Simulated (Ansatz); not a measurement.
One change: `[CH3][In]([NH2])[SH]` becomes `[CH3][Al]([NH2])[SH]`.

Ansatz, PBE0-D4/def2-TZVP geometries, multiplicity 1. Each molecule was computed in one conformer, which needn't be the lowest.

Elements past krypton have def2 core potentials.

```tsv
property	`[CH3][In]([NH2])[SH]`
HOMO–LUMO gap (PBE/def2-TZVPP) / eV	4.14
LUMO energy (B3LYP/def2-TZVPP) / eV	-0.96
LUMO energy (ωB97M-V/def2-TZVPP) / eV	0.82
size of the dipole moment (B3LYP/def2-TZVPP) / D	2.26
HOMO energy (B3LYP/def2-TZVPP) / eV	-6.64
HOMO energy (PBE0/def2-TZVPP) / eV	-6.89
```

(1) What does the change do to each property? (Best estimate.)

## Answers

(1) The calculation gave: 
```tsv
property	`[CH3][Al]([NH2])[SH]`	shift
HOMO–LUMO gap (PBE/def2-TZVPP) / eV	5.17	1.03
LUMO energy (B3LYP/def2-TZVPP) / eV	-0.22	0.74
LUMO energy (ωB97M-V/def2-TZVPP) / eV	1.50	0.68
size of the dipole moment (B3LYP/def2-TZVPP) / D	2.11	-0.15
HOMO energy (B3LYP/def2-TZVPP) / eV	-6.91	-0.27
HOMO energy (PBE0/def2-TZVPP) / eV	-7.17	-0.28
```

With PBE0 the HOMO falls by 0.28 eV and the LUMO rises by 0.73 eV, so the gap widens by about 1.01 eV. PBE moves the HOMO by -0.27 eV and ωB97M-V by -0.25 eV. Dipoles are sizes alone; their direction can turn.

Positive LUMOs are unbound, so they and the gaps depend on the basis.

B3LYP here is the variant with VWN-RPA as its local correlation; programs differ in this.
